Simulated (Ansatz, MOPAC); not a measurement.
System: CdCl, charge 1, multiplicity 1. SMILES: [Cl][Cd+]

Atoms: Cd1, Cl2. Bonds: Cd1-Cl2.

Bond lengths (Å) and angles (degrees) optimised at PM6 with MOPAC; HF/STO-3G with Ansatz (an electronic-structure program); HF/6-31G* with LANL2DZ past Ar with Ansatz; MP2/6-31G* with LANL2DZ past Ar with Ansatz, each started from the B3LYP-D3(BJ)/def2-TZVP structure (Ansatz) of the last column. A row stands for all coordinates that are equal there. 6-31G* holds six Cartesian d functions.

| coordinate | PM6 | HF/STO-3G | HF/6-31G* with LANL2DZ past Ar | MP2/6-31G* with LANL2DZ past Ar | B3LYP-D3(BJ)/def2-TZVP |
|---|---|---|---|---|---|
| Cd1-Cl2 | 2.353 | 2.177 | 2.263 | 2.269 | 2.266 |

Mean signed difference of all 1 bond lengths from B3LYP-D3(BJ)/def2-TZVP: PM6 0.087 Å, HF/STO-3G -0.090 Å, HF/6-31G* with LANL2DZ past Ar -0.003 Å, MP2/6-31G* with LANL2DZ past Ar 0.002 Å.
